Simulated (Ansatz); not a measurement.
Job for Ansatz (a quantum-chemistry and plane-wave program): R-CCSDT(Q)/cc-pVDZ on C3H2 (SMILES [C]=C=C), 2S+1 = 1, a spin state set in the input, which need not be the lowest, at the other state's geometry.

Ansatz 0.2 input:
```yaml
crystal:
  periodic: [false, false, false]
  atoms:
    - {symbol: C, position_ang: [1.46667981, -0.14685368, -0.12837316]}
    - {symbol: C, position_ang: [0.21050938, 0.11109895, -0.05167299]}
    - {symbol: C, position_ang: [-1.12040924, 0.03290411, 0.11800722]}
    - {symbol: H, position_ang: [-1.73822758, 0.91021945, -0.03303813]}
    - {symbol: H, position_ang: [-1.60245207, -0.89311567, 0.40527170]}
basis:
  gaussian:
    orbitals: cc-pVDZ
magnetization: {spin_polarized: false}
correlation: {method: ccsdt_q, electrons: outside_noble_gas}
scf: {omitted_lower_state_checks: [cluster_reference]}
```

The log:

```
WARN ansatz: RAYON_NUM_THREADS=1 ignored (pool sized by the plan → 1); use --threads N
Functional definition: HF
these checks for a lower state are left out or cut short: cluster_reference
integrals: 0.03 GiB planned
951 factors; integrals over basis functions are off by at most 2.0e-7 eV
mean field: 0.09 GiB planned
mean field evaluation 1: about -3116.7759 eV, gradient 2.0e1 eV
mean field evaluation 2: about -3116.7784 eV, gradient 2.0e1 eV
mean field evaluation 4: about -3118.3644 eV, gradient 3.5e0 eV
mean field evaluation 8: about -3118.4283 eV, gradient 2.1e-1 eV
mean field -3118.42890270 eV, -114.6001484272 hartree, gradient 2.9e-6 eV, S^2 0.000000; 0 other end points of the search recorded, 0 dependent functions left out; unrestricted orbitals would lower it
3 core orbitals not correlated
reference -3118.42890270 eV, -114.6001484272 hartree; 7, 7 occupied and 42, 42 virtual orbitals, 951 factors
second order -9.65459159 eV of doubles, -0.00000000 eV of singles
coupled cluster: 0.35 GiB planned
cycle   1  -10.04044277 eV  change   -3.9e-1 eV  update   1.2e-1
cycle   2  -10.63050334 eV  change   -5.9e-1 eV  update   6.7e-2
cycle   3  -11.11163509 eV  change   -4.8e-1 eV  update   3.3e-2
cycle   4  -11.09600639 eV  change    1.6e-2 eV  update   1.3e-2
cycle   5  -11.07250464 eV  change    2.4e-2 eV  update   5.9e-3
cycle   6  -11.08315960 eV  change   -1.1e-2 eV  update   2.3e-3
cycle   7  -11.08767913 eV  change   -4.5e-3 eV  update   1.2e-3
cycle   8  -11.08567823 eV  change    2.0e-3 eV  update   4.7e-4
cycle   9  -11.08534882 eV  change    3.3e-4 eV  update   2.6e-4
cycle  10  -11.08576063 eV  change   -4.1e-4 eV  update   1.3e-4
cycle  11  -11.08556783 eV  change    1.9e-4 eV  update   7.0e-5
cycle  12  -11.08569202 eV  change   -1.2e-4 eV  update   3.6e-5
cycle  13  -11.08571435 eV  change   -2.2e-5 eV  update   1.6e-5
cycle  14  -11.08571386 eV  change    4.9e-7 eV  update   6.6e-6
cycle  15  -11.08571531 eV  change   -1.5e-6 eV  update   3.5e-6
cycle  16  -11.08571988 eV  change   -4.6e-6 eV  update   1.5e-6
cycle  17  -11.08572044 eV  change   -5.7e-7 eV  update   8.4e-7
coupled cluster: 0.35 GiB planned
perturbative correction -0.04564866 eV, -0.0016775573 hartree
Total energy: -3129.56027180 eV, -115.0092186966 hartree
Checks for a lower state left out: cluster_reference
```

The run converged.

Cost: very roughly 50 core-seconds.
